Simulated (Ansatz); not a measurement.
**A geometry optimisation of F2H3NOSi with B3LYP-D3(BJ)/def2-SVP**

The starting geometry of this gas-phase singlet is a saddle point at B3LYP-D3(BJ)/def2-SVP, pushed by 0.25 Å along its imaginary mode; its bonds are those of `[NH3+][Si-](=O)(F)F`.

```json
{"atom": "F", "x (Å)": "0.5159", "y (Å)": "0.7099", "z (Å)": "-0.1597"}
{"atom": "F", "x (Å)": "-0.4231", "y (Å)": "-1.5020", "z (Å)": "-0.9398"}
{"atom": "N", "x (Å)": "-2.0749", "y (Å)": "0.3551", "z (Å)": "-0.1336"}
{"atom": "O", "x (Å)": "-0.7806", "y (Å)": "0.6857", "z (Å)": "-2.6292"}
{"atom": "Si", "x (Å)": "-0.4982", "y (Å)": "0.0813", "z (Å)": "-1.2549"}
{"atom": "H", "x (Å)": "-2.1514", "y (Å)": "1.3786", "z (Å)": "0.1374"}
{"atom": "H", "x (Å)": "-2.0705", "y (Å)": "-0.2236", "z (Å)": "0.7406"}
{"atom": "H", "x (Å)": "-2.9298", "y (Å)": "0.1251", "z (Å)": "-0.7144"}
```

Problem. Predict what it relaxes into with B3LYP-D3(BJ)/def2-SVP.

Solution. It keeps its bonds, and is `[NH3+][Si-](=O)(F)F`.

The energy falls by 0.08 eV over 19 steps:

```json
{"step": "1", "E − E(last) (eV)": "0.081"}
{"step": "3", "E − E(last) (eV)": "0.015"}
{"step": "5", "E − E(last) (eV)": "0.014"}
{"step": "7", "E − E(last) (eV)": "0.013"}
{"step": "9", "E − E(last) (eV)": "0.007"}
{"step": "11", "E − E(last) (eV)": "0.005"}
{"step": "13", "E − E(last) (eV)": "0.001"}
{"step": "15", "E − E(last) (eV)": "0.000"}
{"step": "17", "E − E(last) (eV)": "0.000"}
{"step": "19", "E − E(last) (eV)": "0.000"}
```

Final geometry (Å):

```tsv
atom	x (Å)	y (Å)	z (Å)
F	0.4698	0.9849	-0.3446
F	-0.2183	-1.4271	-0.6736
N	-2.0912	0.3605	-0.1356
O	-0.9104	0.3730	-2.6939
Si	-0.5105	0.0618	-1.2526
H	-1.9287	1.0919	0.5631
H	-2.3810	-0.4948	0.3482
H	-2.8422	0.6599	-0.7648
```

Frequencies at the end are all real (lowest 96 cm⁻¹). Run with Ansatz 0.2.0, 30 s on 1 thread of AMD EPYC 9R45 96-Core Processor (Zen 5), on a shared host.
